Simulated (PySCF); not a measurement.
Constitutional and geometric isomers with formula CH6Si2. Isolated molecules, 0 K electronic values unless said otherwise. Strings in code marks are SMILES.

Calculation: ωB97X-D3(BJ)/def2-TZVP // B3LYP-D3(BJ)/def2-TZVP (PySCF). Delta-SCF ions had no search for a lower state. Excitations are Tamm–Dancoff values on a coarser integration grid. The basis has no diffuse functions, so Rydberg states are missing or too high.

| species | vertical ionisation energy (Delta-SCF) (eV) | S1–T1 gap (TDA) (eV) | HOMO (eV) | S1 oscillator strength | S1 excitation (TDA) (eV) |
|---|---|---|---|---|---|
| `C1[SiH2][SiH2]1` | ___ | 1.02 | ___ | 0.029 | 5.69 |
| `C=[SiH][SiH3]` | 8.53 | 2.72 | -8.82 | 0.376 | ___ |
| `C[SiH]=[SiH2]` | 7.69 | ___ | -7.81 | 0.450 | 4.24 |
| `C(=[SiH2])[SiH3]` | 8.83 | 2.40 | -9.07 | ___ | 5.29 |

Some entries are withheld; supply them.


- `C1[SiH2][SiH2]1`, vertical ionisation energy (Delta-SCF) (eV): 8.86
- `C1[SiH2][SiH2]1`, HOMO (eV): -8.98
- `C=[SiH][SiH3]`, S1 excitation (TDA) (eV): 5.31
- `C[SiH]=[SiH2]`, S1–T1 gap (TDA) (eV): 2.51
- `C(=[SiH2])[SiH3]`, S1 oscillator strength: 0.412
